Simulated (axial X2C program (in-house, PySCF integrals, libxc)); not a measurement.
# Working with the constants of PBr⁻

A bond curve at the CCSD(T) level, with spin–orbit coupling, was computed with an in-house relativistic program for diatomic molecules (basis Br dyall-acv3z [9s10p7d5f1g], P dyall-av3z [9s8p3d2f] (cores contracted in-house)) for the state Ω = 3/2 (⟨Sz⟩ = 0.50, ⟨Lz⟩ = 1.00 at HF). Its fit gives Re = 2.3475 Å, ωe = 318.8 cm⁻¹, ωexe = 1.43 cm⁻¹ and αe = 8.600e-04 cm⁻¹; the masses are 78.9183 and 30.9738 u. Two-component means X2C with spin–orbit coupling and atomic mean-field Coulomb and Gaunt terms.

Correlated methods: 13 electrons correlated (number of frozen shells: Br 3 s, 2 p, 1 d; P 2 s, 1 p), 245 virtual spin orbitals or spinors in MP2, 90 natural virtuals in coupled cluster.

(1) Find the reduced mass, Be and the force constant.

(2) Where do the fundamental and the first overtone lie?

(3) A Morse curve ties αe to the other constants (Pekeris). How well does that hold?

(4) Estimate the centrifugal constant by the Kratzer relation.

(5) Estimate De from a Morse curve and compare with the computed well depth of 0.515 eV to Br- + P.

The state is one determinant whose occupation by symmetry is held fixed; it was picked as the lowest of a PBE0 search that is not exhaustive. Dissociation energies refer to the lowest single-determinant-based atoms at the same level and basis. Coupled cluster ran in a truncated set of natural virtual spinors; the MP2 energy of the rest was added. (T) has no such correction and the atoms are truncated less, which lowers De at CCSD(T) by a hundredth of an eV or more.

Results:

(1) From the CCSD(T) values: μ = 22.2436 u. Be = 16.8576/(μ Re²) = 0.1375 cm⁻¹. k = 5.8918×10⁻⁷ μ ωe² = 1.33 mdyn/Å.

(2) ν(1←0) = ωe − 2ωexe = 315.9 cm⁻¹; ν(2←0) = 2ωe − 6ωexe = 629.0 cm⁻¹.

(3) αe(Morse) = 6Be²/ωe × (√(ωexe/Be) − 1) = 7.919e-04 cm⁻¹; the CCSD(T) curve gives 8.600e-04 cm⁻¹, a ratio of 0.92.

(4) D = 4Be³/ωe² = 1.02e-07 cm⁻¹.

(5) De(Morse) = ωe²/(4ωexe) = 2.203 eV against 0.515 eV computed, a ratio of 4.28. The extrapolation overshoots: the well softens faster than a Morse curve, or the lowest atomic limit lies below the one to which the curve heads.
